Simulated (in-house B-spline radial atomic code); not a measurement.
Checks on a self-consistent run for Mn III (Mn2+), [Ar] (3d3/2)4 (3d5/2)1. Computed with a B-spline radial code for spherical atoms: Dirac-Hartree-Fock, average of the jj configuration, Fermi nucleus of rms radius 3.7057 fm.

| orbital | q | ε (Eh) | <1/r> | <r²> | small-component weight |
| --- | --- | --- | --- | --- | --- |
| 1s1/2 | 2 | -243.28813 | 24.9338 | 0.00498151 | 0.0080744 |
| 2s1/2 | 2 | -30.22124 | 5.35686 | 0.0909719 | 0.0014829 |
| 2p1/2 | 2 | -25.87126 | 5.26553 | 0.073747 | 0.0014452 |
| 2p3/2 | 4 | -25.42795 | 5.18892 | 0.0749232 | 0.0014312 |
| 3s1/2 | 2 | -4.55435 | 1.64693 | 0.837765 | 0.00030588 |
| 3p1/2 | 2 | -3.33249 | 1.52072 | 0.954062 | 0.00027001 |
| 3p3/2 | 4 | -3.08551 | 1.49636 | 0.973333 | 0.00026303 |
| 3d3/2 | 4 | -1.21614 | 1.17059 | 1.5976 | 0.00017269 |
| 3d5/2 | 1 | -1.18162 | 1.15879 | 1.64197 | 0.00016982 |

Electron-electron repulsion V_ee = 421.9447 hartree.

(1) What total energy follows from the eigenvalues?

(2) Does the Dirac virial theorem hold?

(3) What diamagnetic shielding (Lamb formula) and susceptibility (Langevin formula) do the radii give?

Answers

(1) The eigenvalues count the repulsion twice, so E = Σqε - V_ee = -734.635 - 421.945 = -1156.580 hartree; the run printed -1156.580.

(2) For a point nucleus E = -2c²Σq·w, with w the small-component weight. Here Σq·w = 0.030795 and c = 137.0360, so the ratio E/(-2c²Σq·w) is 1.000006; the finite nucleus accounts for the departure from 1.

(3) σ = (α²/3)Σq<1/r> = 110.03/(3·137.036²) = 1953.1 ppm, and χ = -0.79199×10⁻⁶·Σq<r²> = -12.79×10⁻⁶ cm³/mol with Σq<r²> = 16.148 bohr². Both are non-relativistic formulas without the paramagnetism of open shells.
